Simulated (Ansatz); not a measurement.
Problem. Predict a relaxed structure of [WOCl4]- (WCl4O⁻), charge -1, doublet, at PBE-D4/def2-SVPD (Ansatz).

Solution. 
```xyz
6

W     0.0901    0.1009    0.0424
O     1.1697    1.3096    0.5646
Cl    1.2050   -1.9727    0.4501
Cl    0.6088   -0.2691   -2.2610
Cl   -1.8394    1.2624   -0.7556
Cl   -1.2341   -0.4312    1.9595
```
Point group C4v (tolerance 0.1 Å). The metal has 5 neighbours: O 1.70 Å, Cl 2.39 Å, Cl 2.39 Å, Cl 2.39 Å, Cl 2.39 Å. This is one stationary point.

In the def2 sets W takes a core potential; there is no spin–orbit coupling. The relaxation made no stability test and no search for a lower SCF solution. No other spin state of charge -1 was run.
